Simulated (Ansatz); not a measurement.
CuP3H9, that is [Cu(PH3)3]+ with one electron more. Total charge 0; doublet. Geometry B3LYP-D4/def2-SVP, that of the charge +1 singlet; atoms count from 1.

```xyz
13

Cu   -0.001    0.001    0.002
P    -0.316   -2.289   -0.124
H    -1.607   -2.843   -0.311
H     0.090   -3.062    0.992
H     0.373   -2.999   -1.139
P    -1.826    1.425   -0.037
H    -2.880    1.181    0.878
H    -2.587    1.471   -1.233
H    -1.674    2.818    0.175
P     2.141    0.864    0.165
H     2.434    1.699    1.272
H     2.582    1.722   -0.873
H     3.271    0.011    0.234
```

(1) Estimate the Mulliken populations from the PBE0/def2-TZVP orbitals of Ansatz.

(2) Where does the spin sit?

(3) And the Mayer bond orders between heavy atoms (over 0.3)?

## Answers

(1) 
| atom | charge (e) | spin (α − β) | d electrons |
| --- | --- | --- | --- |
| Cu1 | -0.02 | 0.26 | 9.78 |
| P2 | -0.24 | 0.17 | – |
| H3 | 0.09 | 0.00 | – |
| H4 | 0.08 | 0.04 | – |
| H5 | 0.08 | 0.03 | – |
| P6 | -0.24 | 0.17 | – |
| H7 | 0.08 | 0.03 | – |
| H8 | 0.08 | 0.04 | – |
| H9 | 0.09 | 0.00 | – |
| P10 | -0.24 | 0.17 | – |
| H11 | 0.08 | 0.03 | – |
| H12 | 0.08 | 0.04 | – |
| H13 | 0.09 | 0.00 | – |
Mulliken values depend strongly on the basis.

(2) Summed by element: Cu 0.26, P 0.52, H 0.22, of 1 unpaired in all. Largest on single atoms: Cu1 0.26, P10 0.17, P6 0.17.

(3) Cu1–P2 0.74 (2.32 Å); Cu1–P6 0.74 (2.31 Å); Cu1–P10 0.74 (2.31 Å).
